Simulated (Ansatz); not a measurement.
AlH₂I was relaxed with PBE-D4 (def2-TZVP) in Ansatz in these states: charge +1 doublet, neutral singlet. The geometries follow in no particular order.

In the def2 sets I takes a core potential; there is no spin–orbit coupling.

A:

Cartesian coordinates in Å:
```
Al 0.0432 0.3690 0.0098
H -0.3694 0.9236 1.4410
H 0.5816 0.8873 -1.3931
I -0.2554 -2.1799 -0.0577
```

B:

| atom | x (Å) | y (Å) | z (Å) |
| --- | --- | --- | --- |
| Al1 | 0.147 | -0.135 | -0.155 |
| H2 | 1.338 | 0.618 | -0.886 |
| H3 | -0.182 | -1.678 | -0.329 |
| I4 | -1.304 | 1.195 | 1.369 |

**Question.** Judge from the bond lengths which geometry belongs to which state (an estimate).

**Answer.** A is the charge +1 doublet (Al1–I4 2.567 Å, Al1–H3 1.589 Å, Al1–H2 1.589 Å); B is the neutral singlet (Al1–I4 2.489 Å, Al1–H3 1.587 Å, Al1–H2 1.587 Å).
